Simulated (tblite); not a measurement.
Compound: C₄H₂F₃O (charge -1).
SMILES: `[O-]C=C=CC(F)(F)F`

Method: GFN2-xTB as coded in tblite; computed harmonic values from a numerical Hessian at the method's own geometry, unscaled. This tight-binding method is rough: wavenumbers can miss measured ones by several per cent, in bad cases by 10 to 20.

Harmonic wavenumbers (cm⁻¹): 32.5, 82.4, 140.0, 208.7, 258.7, 351.6, 386.5, 469.5, 502.6, 586.9, 649.4, 731.7, 794.4, 873.1, 912.5, 974.0, 1042.2, 1187.6, 1263.4, 1348.2, 1572.2, 1887.8, 2420.3, 2813.7.

A = 5154, B = 925.6, C = 919.0 MHz; mass 123.006 u (most abundant isotopes); point group C1, symmetry number 1.

**Question.** Zero-point energy?

**Answer.** Half the sum of the wavenumbers: 10745 cm⁻¹ = 30.72 kcal/mol.

**Question.** Entropy at 298.15 K, 1 bar (ideal gas, RRHO, classical rotation)?

**Answer.** Translation 40.36, rotation 28.69, vibration 21.50: S = 90.5 cal/(mol K).

**Question.** And Cp and H(298.15 K) − H(0)?

**Answer.** Cp = 28.78 cal/(mol K), of which vibrations give 20.83 (their classical limit is 24 R = 47.7); H(298.15 K) − H(0) = 5.62 kcal/mol without the zero-point energy, 3.25 from vibrations.

**Question.** Which modes carry the vibrational entropy at 298.15 K?

**Answer.** 32.5 cm⁻¹: 5.67; 82.4 cm⁻¹: 3.83; 140.0 cm⁻¹: 2.80; 208.7 cm⁻¹: 2.06; 258.7 cm⁻¹: 1.67; 351.6 cm⁻¹: 1.16 cal/(mol K); the other 18 give 4.31 together.

**Question.** Blend soft modes into free rotors: weight 1/[1 + (100 cm⁻¹/ν̃)⁴] for the oscillator and the rest for a rotor with moment μB/(μ + B), μ = h/(8π²ν), B = 10⁻⁴⁴ kg m². What vibrational entropy results?

**Answer.** 19.24 cal/(mol K) in place of 21.50, which changes −T·S at 298.15 K by +0.67 kcal/mol.

**Question.** What must be added to the electronic energy to get the Gibbs energy at 298.15 K and 1 bar?

**Answer.** ZPE + [H(298.15 K) − H(0)] − T·S = 30.72 + 5.62 − 27.00 = 9.34 kcal/mol.

Hindered rotation and anharmonicity are outside this model. The structure is chiral; the term R ln 2 for an equal mix with its mirror image is left out.

On one thread of an AMD EPYC 9R45, on a shared host, this took 0.11 s wall. This covers the Hessian and the dipole derivatives.

Shape of the structure used: `[O-:1][CH:2]=[C:3]=[CH:4][C:5]([F:6])([F:7])[F:8]`: C3–C4–C5–F6 -120°.
